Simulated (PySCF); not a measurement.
**Excitation energy of Sc²⁺ by level of theory**

Sc²⁺ [Ar] 3d1 (2D) → Sc²⁺ [Ar] 4s1 (2S), as a difference of total energies. Calculation: PySCF 2.14, in aug-cc-pwCVTZ-DK (10s9p7d4f3g, 127 functions); scalar relativity by spin-free X2C-1e. Correlated levels: valence and next inner shell: [Ne] frozen; nothing frozen. The calculations carry no spin-orbit coupling.

| method | excitation energy (eV) |
| --- | --- |
| UHF | 2.936 |
| LDA | 3.430 |
| PBE | 3.532 |
| PBE0 | 3.543 |
| r2SCAN | 3.775 |
| wB97M-V | 3.515 |
| MN15 | 3.605 |
| revPBE | 3.607 |
| MP2 (valence and next inner shell) | 2.952 |
| SCS-MP2 (valence and next inner shell) | 3.008 |
| MP2 (all electrons) | 2.959 |
| SCS-MP2 (all electrons) | 3.010 |

Question: How much does correlation contribute at MP2 (all electrons)?

Answer: 2.959 − (2.936) = 0.023 eV, measured against UHF.

A first-order spin-orbit estimate (lowest level to lowest level, LS coupling) adds 0.019 eV.
